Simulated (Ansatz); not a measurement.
Relaxation of ClH$_{5}$OSi$_{2}$ (9 atoms, charge 0, multiplicity 1), to a largest force component of 0.02 eV/Å in at most 40 steps.

All numbers below come from RKS PBE-D4/def2-SVP (Ansatz 0.2.0).

```xyz
9
Properties=species:S:1:pos:R:3
Si 0.000 0.000 0.000
O 0.000 0.000 1.680
Si -1.315 -0.407 2.644
H -2.239 -1.240 1.880
H -0.851 -1.143 3.816
H -1.999 0.809 3.073
Cl 2.009 0.000 -0.709
H -0.688 1.191 -0.486
H -0.688 -1.191 -0.486
```

Question: Where does it end, and by what steps?

Answer: The run converged. The force dipped under the threshold on the way, but the program's further checks kept it going. After 24 steps the energy has fallen by 0.244 eV; Cl7 moved furthest, 1.33 Å.

| step | energy less start (eV) | largest force component (eV/Å) | accepted |
| --- | --- | --- | --- |
| 0 | 0.0000 | 1.421 | yes |
| 1 | -0.1256 | 0.578 | yes |
| 2 | -0.1461 | 0.186 | yes |
| 3 | -0.1777 | 0.137 | yes |
| 4 | -0.1797 | 0.549 | yes |
| 5 | -0.1989 | 0.059 | yes |
| 6 | -0.2081 | 0.034 | yes |
| 7 | -0.2021 | 0.356 | no |
| 8 | -0.2137 | 0.048 | yes |
| 9 | -0.2185 | 0.134 | yes |
| 10 | -0.2194 | 0.188 | yes |
| 11 | -0.2347 | 0.039 | yes |
| 12 | -0.2388 | 0.012 | yes |
| 13 | -0.2357 | 0.171 | no |
| 14 | -0.2408 | 0.054 | yes |
| 15 | -0.2408 | 0.065 | yes |
| 16 | -0.2418 | 0.034 | yes |
| 17 | -0.2423 | 0.006 | yes |
| 18 | -0.2428 | 0.037 | yes |
| 19 | -0.2424 | 0.084 | no |
| 20 | -0.2432 | 0.023 | yes |
| 21 | -0.2432 | 0.039 | yes |
| 22 | -0.2434 | 0.026 | yes |
| 23 | -0.2437 | 0.014 | yes |
| 24 | -0.2441 | 0.013 | yes |

```xyz
9
Properties=species:S:1:pos:R:3
Si -0.134 0.122 -0.183
O -0.993 0.348 1.220
Si -1.315 -0.419 2.685
H -1.840 -1.809 2.443
H -0.066 -0.493 3.518
H -2.355 0.400 3.390
Cl 1.653 -0.862 0.237
H 0.187 1.464 -0.758
H -0.908 -0.733 -1.140
```

Whether the end is a true minimum wasn't checked by a vibrational analysis.

Run time: 30 s on 1 thread of AMD EPYC 9R45 96-Core Processor (Zen 5), on a shared host, peak memory 0.15 GiB.
